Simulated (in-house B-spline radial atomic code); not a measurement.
Computed with a B-spline radial atomic code. Model: two electrons, singlet ground state, non-relativistic, full CI in B-splines with partial waves to l = 8 (at full coupling up to 3e-4 hartree above the limit, correlation up to 0.6 % small), density held at that of full coupling by Lieb maximisation.

Along the adiabatic connection the electron repulsion is scaled by a coupling λ while a local potential keeps the density fixed. At λ = 0 the system is the Kohn-Sham one and W equals the exchange energy; the exchange-correlation energy is the area under W between 0 and 1. The kinetic energy rises with λ as the electrons avoid each other, with dT/dλ = −λ dW/dλ.

Command:
```bash
python run_ac.py task.json out
```
Settings (lengths in bohr, energies in hartree):
```
potential              harmonic
strength               0.0141
lmax                   8
```

Time taken, with all properties: 36 s on 1 thread of Intel(R) Xeon(R) Processor @ 2.30GHz, with other jobs on the host.

**W = mean repulsion less Hartree energy, and W of three functionals.**

Given: confinement harmonic well; well frequency 0.0141 hartree; external potential omega^2 r^2/2.

Computed: LDA exchange minus exact 8.872 millihartree; PBE exchange minus exact 2.2161 millihartree.

```tsv
coupling	W xc (hartree)	W xc minus exchange (millihartree)	kinetic minus Kohn-Sham (millihartree)	LDA (PW92) W minus its exchange (millihartree)	PBE W minus its exchange (millihartree)	SCAN W minus its exchange (millihartree)
0	-0.066875	0	0	0	0	0
0.02	?	?	?	?	?	?
0.05	-0.071686	-4.812	0.11	-10.52	-6.41	-3.96
0.12	-0.076122	-9.247	0.48	-16.84	-11.36	-7.87
0.25	-0.080717	-13.842	1.29	-23.24	-16.8	-12.53
0.4	-0.083495	-16.62	2.18	-27.48	-20.55	-15.77
0.6	-0.085578	-18.704	3.2	-31	-23.74	-18.4
0.8	-0.086864	-19.989	4.09	-33.37	-25.92	-20.05
1	?	?	?	?	?	?
1.4	-0.088959	-22.085	6.31	-37.57	-29.81	-22.57
2	-0.090064	-23.19	8.16	-39.94	-32.03	-23.7
3	-0.091143	-24.269	10.81	-42.33	-34.28	-24.62
4.5	-0.092059	-25.184	14.18	-44.41	-36.25	-25.24
```

Task: What belongs in the row 0.02?

Result: W xc (hartree): -0.069014; W xc minus exchange (millihartree): -2.14; kinetic minus Kohn-Sham (millihartree): 0.02; LDA (PW92) W minus its exchange (millihartree): -5.94; PBE W minus its exchange (millihartree): -3.2; SCAN W minus its exchange (millihartree): -1.76.

Task: What belongs in the row 1?

Result: W xc (hartree): -0.087759; W xc minus exchange (millihartree): -20.884; kinetic minus Kohn-Sham (millihartree): 4.89; LDA (PW92) W minus its exchange (millihartree): -35.11; PBE W minus its exchange (millihartree): -27.53; SCAN W minus its exchange (millihartree): -21.17.

Task: What is the SCAN exchange minus exact?

Result: -0.69737 millihartree.

**Energy parts, natural occupations and partial-wave weights.**

Computed: total energy 0.1033 hartree; exchange energy -0.066875 hartree; kinetic part of the DFT correlation energy 0.00489 hartree; kinetic part over minus potential part 0.23415; Kohn-Sham kinetic 0.012268 hartree; Lieb Oxford ratio E_xc over LDA exchange 1.4287.

```tsv
natural	occupation of the shell (electrons)
s	1.4621
p	0.51295
s	?
d	0.0063514
p	0.00027468
s	5.4346e-06
```

Task: What belongs in the row s?

Result: occupation of the shell (electrons): 0.018329.

```
wave      weight
   s     0.74021
   p     0.25661
   d           ?
   f  1.2978e-06
   g  1.3251e-07
```

Task: What belongs in the row d?

Result: weight: 0.003176.

Task: What is the correlation energy?

Result: -0.015994 hartree.

Task: What is the Hartree energy?

Result: 0.13375 hartree.

Half-way to full coupling W has made 85 % of its drop, against 50 % for a straight line, and second-order (GL2) theory, half the initial slope, overshoots the correlation energy by about 257 %: correlation is strong. Over couplings 0 to 1 the errors in E_xc come to about -2.0 millihartree for LDA, -2.1 millihartree for PBE, -0.2 millihartree for SCAN, so SCAN is nearest. In LDA and PBE and SCAN the errors of exchange and correlation have opposite signs, so the sum is smaller than the larger of the two.
